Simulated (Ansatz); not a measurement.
```xyz
10

H     1.6200    0.0000    0.0000
H     1.3106    0.9522    0.0000
H     0.5006    1.5407    0.0000
H    -0.5006    1.5407    0.0000
H    -1.3106    0.9522    0.0000
H    -1.6200    0.0000    0.0000
H    -1.3106   -0.9522    0.0000
H    -0.5006   -1.5407    0.0000
H     0.5006   -1.5407    0.0000
H     1.3106   -0.9522    0.0000
```

Basis set: 6-31G (spherical functions). All electrons are correlated. Charge 0, multiplicity 1.

Computed with Ansatz (development build ahead of 0.2.0); each method stands on the lowest determinant of its kind that the runs found. Restricted open shells among the atoms or ions are ROHF, correlated in semicanonical orbitals with singles.

Question: Give the atomization energy at this shape (free ground-state atoms in the same class of orbitals less the molecule, no zero-point energy) of singlet H₁₀ by RHF-MP2, RHF.

Answer:

```csv
method,atomization energy
RHF-MP2,14.16 eV
RHF,10.72 eV
```

Caution: stretched shape with no unrestricted run beside it, a lower state can exist. Caution for RHF-MP2: bonds are stretched, where a single reference can fail.

This basis has no polarisation functions and is too small for such energies, which can lie far from measured ones in either direction.
